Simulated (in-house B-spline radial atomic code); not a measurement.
Computed with a B-spline radial atomic code. Model: two electrons, singlet ground state, non-relativistic, full CI in B-splines with partial waves to l = 8 (at full coupling up to 3e-4 hartree above the limit, correlation up to 0.6 % small), density held at that of full coupling by Lieb maximisation.

W(λ) is the mean repulsion in the state of coupling λ less the Hartree energy of the fixed density. Its start is exact exchange, its initial slope is twice the second-order Görling-Levy correlation energy, and its area from 0 to 1 is E_xc. A straight curve means weak, dynamic correlation, and a curve that drops fast and flattens means strong correlation.

Command:
```bash
python run_ac.py task.json out
```
Settings (lengths in bohr, energies in hartree):
```
potential              coulomb
strength               1.18
lmax                   8
```

Time taken, with all properties: 43 s on 1 thread of Intel(R) Xeon(R) Processor @ 2.30GHz, on a shared host.

**W = mean repulsion less Hartree energy, and W of three functionals.**

Given: confinement point charge; nuclear charge 1.18; external potential -Z/r.

Computed: PBE exchange minus exact -3.2777 millihartree; SCAN exchange minus exact -7.8328 millihartree.

| coupling | W xc (hartree) | W xc minus exchange (millihartree) | kinetic minus Kohn-Sham (millihartree) | LDA (PW92) W minus its exchange (millihartree) | PBE W minus its exchange (millihartree) | SCAN W minus its exchange (millihartree) |
| --- | --- | --- | --- | --- | --- | --- |
| 0 | -0.50434 | 0 | 0 | 0 | 0 | 0 |
| 0.02 | ? | ? | ? | ? | ? | ? |
| 0.05 | -0.50957 | -5.234 | 0.13 | -20.07 | -3.96 | -4.33 |
| 0.12 | -0.51649 | -12.151 | 0.72 | -36.99 | -9.53 | -9.92 |
| 0.25 | -0.52819 | -23.851 | 2.86 | -59.35 | -19.43 | -19.25 |
| 0.4 | -0.54009 | -35.748 | 6.71 | -78.51 | -29.92 | -28.74 |
| 0.6 | -0.55374 | -49.4 | 13.5 | -98.28 | -42.41 | -39.76 |
| 0.8 | -0.56535 | -61.009 | 21.59 | -114.06 | -53.43 | -49.34 |
| 1 | -0.57532 | -70.98 | 30.54 | -127.2 | -63.21 | -57.77 |
| 1.4 | ? | ? | ? | ? | ? | ? |
| 2 | -0.60943 | -105.09 | 79.97 | -171.66 | -99.48 | -88.67 |
| 3 | -0.62932 | -124.98 | 128.94 | -198.79 | -123.36 | -108.54 |

Question: What belongs in the row 0.02?

Answer: W xc (hartree): -0.50646; W xc minus exchange (millihartree): -2.124; kinetic minus Kohn-Sham (millihartree): 0.02; LDA (PW92) W minus its exchange (millihartree): -10.11; PBE W minus its exchange (millihartree): -1.57; SCAN W minus its exchange (millihartree): -1.78.

Question: What belongs in the row 1.4?

Answer: W xc (hartree): -0.59153; W xc minus exchange (millihartree): -87.192; kinetic minus Kohn-Sham (millihartree): 49.85; LDA (PW92) W minus its exchange (millihartree): -148.24; PBE W minus its exchange (millihartree): -79.84; SCAN W minus its exchange (millihartree): -72.01.

Question: What is the LDA exchange minus exact?

Answer: 64.876 millihartree.

**Energy parts, natural occupations and partial-wave weights.**

Computed: total energy -0.8071 hartree; exchange energy -0.50434 hartree; initial slope twice GL2 -0.10722 hartree; kinetic part over minus potential part 0.43033; Hartree energy 1.0087 hartree; Kohn-Sham kinetic 0.7765 hartree; Lieb Oxford ratio E_xc over LDA exchange 1.2396.

| natural | occupation of the shell (electrons) |
| --- | --- |
| s | 1.9388 |
| s | 0.039789 |
| p | ? |
| d | 0.00061203 |
| p | 0.00048222 |
| s | 0.00034198 |

Question: What belongs in the row p?

Answer: occupation of the shell (electrons): 0.01978.

```csv
wave,weight
s,0.98945
p,?
d,0.00033897
f,4.2169e-05
g,9.2287e-06
```

Question: What belongs in the row p?

Answer: weight: 0.010151.

Question: What is the kinetic part of the DFT correlation energy?

Answer: 0.030545 hartree.

Question: What is the correlation energy?

Answer: -0.040435 hartree.

Half-way to full coupling W has made 60 % of its drop, against 50 % for a straight line, and second-order (GL2) theory, half the initial slope, overshoots the correlation energy by about 33 %: a marked bend. Over couplings 0 to 1 the errors in E_xc come to about +23 millihartree for LDA, +2.4 millihartree for PBE, -0.1 millihartree for SCAN, so SCAN is nearest. In LDA and PBE and SCAN the errors of exchange and correlation have opposite signs, so the sum is smaller than the larger of the two.
